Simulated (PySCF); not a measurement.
Ar²⁺ (argon, charge +2): UHF calculation

Configuration: [Ne] 3s2 3p4, high-spin 3P determinant. All numbers are calculated (PySCF 2.14, no relativity, point nucleus, in def2-QZVPPD (10s7p5d2f1g, 79 functions)).

```
Total energy                                                  : -525.313471 hartree
One-electron energy                                           : -709.6078 hartree
Hartree (Coulomb) energy                                      : 213.7695 hartree
Exchange energy                                               : -29.4752 hartree
Kinetic energy                                                : 525.29187 hartree
⟨S²⟩                                                          : 2.0100
⟨L²⟩                                                          : 2.034
Sum of ⟨r⟩                                                    : 11.82 bohr
Sum of ⟨r²⟩                                                   : 15.70 bohr²
Traceless quadrupole moment −½Σ⟨3z² − r²⟩ along its main axis : -1.02 e·bohr²
Density at the nucleus (Gaussians lack the cusp)              : 3810 bohr⁻³
Spin density at the nucleus                                   : 0.133 bohr⁻³
Langevin diamagnetic susceptibility                           : -12.4 ×10⁻⁶ cm³/mol
```

```json
{"shell": "1s α", "electrons": "1", "mean orbital energy (eV)": "-3258.7", "spread (eV)": "0", "rms radius, mean of both spins (bohr)": "0.0998"}
{"shell": "1s β", "electrons": "1", "mean orbital energy (eV)": "-3257.8", "spread (eV)": "0", "rms radius, mean of both spins (bohr)": "0.0998"}
{"shell": "2s α", "electrons": "1", "mean orbital energy (eV)": "-365.69", "spread (eV)": "0", "rms radius, mean of both spins (bohr)": "0.448"}
{"shell": "2s β", "electrons": "1", "mean orbital energy (eV)": "-364.85", "spread (eV)": "0", "rms radius, mean of both spins (bohr)": "0.448"}
{"shell": "2p α", "electrons": "3", "mean orbital energy (eV)": "-291.10", "spread (eV)": "0.920", "rms radius, mean of both spins (bohr)": "0.417"}
{"shell": "2p β", "electrons": "3", "mean orbital energy (eV)": "-289.57", "spread (eV)": "0.729", "rms radius, mean of both spins (bohr)": "0.417"}
{"shell": "3s α", "electrons": "1", "mean orbital energy (eV)": "-63.625", "spread (eV)": "0", "rms radius, mean of both spins (bohr)": "1.44"}
{"shell": "3s β", "electrons": "1", "mean orbital energy (eV)": "-55.683", "spread (eV)": "0", "rms radius, mean of both spins (bohr)": "1.44"}
{"shell": "3p α", "electrons": "3", "mean orbital energy (eV)": "-43.571", "spread (eV)": "2.581", "rms radius, mean of both spins (bohr)": "1.59"}
{"shell": "3p β", "electrons": "1", "mean orbital energy (eV)": "-40.443", "spread (eV)": "0", "rms radius, mean of both spins (bohr)": "1.59"}
```

Spin-orbit constants ζ (cm⁻¹) from the X2C one-electron operator on these orbitals (non-relativistic here): bare nucleus, nucleus screened by l(l+1)(2l+1)/3 electrons, and screened by the Breit-Pauli mean field of the electrons.

```tsv
shell	bare	screened nucleus	mean field
2p	12920	11490	10830
3p	1202	1068	996.7
```

To first order the Landé constant is A = -498.4 cm⁻¹, so the lowest level has J = 2 and lies 0.0618 eV below the centre of the term. This holds in LS coupling only.
